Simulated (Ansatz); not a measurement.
Total energies of (CdO)6 prism (Cd₆O₆) from Ansatz at PBE0-D4/def2-SVP, gas phase (1 Eh = 27.2114 eV = 2625.5 kJ/mol). The reference geometry is relaxed at PBE0-D4/def2-SVP.

| state | geometry | energy (Eh) |
| --- | --- | --- |
| charge 0 singlet | reference | -1456.87992 |
| charge 1 doublet | reference | -1456.58639 |
| free Cd atom (singlet) | – | -167.73406 |
| free O atom (triplet) | – | -74.92490 |

In the def2 sets Cd takes a core potential; there is no spin–orbit coupling.

(1) Work out the vertical ionisation energy to the doublet.

(2) What is the binding energy per atom against free atoms?

(1) E(charge 1 doublet) − E(charge 0 singlet) = -1456.58639 − (-1456.87992) = 0.29353 Eh = 7.99 eV. For comparison, −ε of the highest occupied level is 6.58 eV at this level, 1.41 eV less.

(2) Atoms: 6 × (-167.73406) + 6 × (-74.92490) = -1455.95376 Eh. Binding: -1455.95376 − (-1456.87992) = 0.92616 Eh = 25.20 eV, or 2.10 eV for each of 12 atoms (no zero-point energy, no counterpoise term).
